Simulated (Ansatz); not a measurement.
Consider the cleavage of the Si–In bond: `[CH3][In]([SiH3])[Cl]` + `C[O][Al]([OH])[F]` → `C[O][Al]([F])[O][SiH3]` + `[CH3][InH][Cl]`.

Computed with Ansatz on PBE0-D4/def2-TZVP structures; ΔE is electronic, products minus reactants. CBS: MP2 limit from def2 TZ/QZ plus the TZ coupled-cluster correction, frozen cores. This one scheme is used for every species. Functionals use def2-TZVPP. B3LYP here is the variant with VWN-RPA as its local correlation; programs differ in this. def2 core potentials past Kr. For In outer-core shells are correlated without core-valence functions, which leaves a few kJ/mol of doubt a bond. One conformer a species, not always the lowest.

| level | ΔE (kJ/mol) | difference from CCSD(T)/CBS |
| --- | --- | --- |
| PBE-D4 | -48.6 | 21.9 |
| r2SCAN-D4 | -68.1 | 2.4 |
| B3LYP-D4 | -71.8 | -1.3 |
| ωB97M-V | -73.6 | -3.1 |
| PBE | -48.3 | 22.2 |
| r2SCAN | -67.9 | 2.6 |
| MP2/def2-TZVPP | -73.3 | -2.8 |
| SCS-MP2/def2-TZVPP | -80.3 | -9.8 |
| SCS-MP2/def2-QZVPP | -80.1 | -9.6 |
| MP2/CBS(def2) | -70.9 | -0.4 |
| CCSD(T)/CBS | -70.5 | 0 |

Largest T1 diagnostic among the species: 0.012.

In def2-TZVPP, CCSD(T) changes the Hartree–Fock value by +29.5 kJ/mol (the triples alone add +3.9 kJ/mol) and MP2 by +29.2 kJ/mol. From PBE to PBE0 (25 % exact exchange), in def2-TZVPP and without D4, ΔE moves by −9.8 kJ/mol.
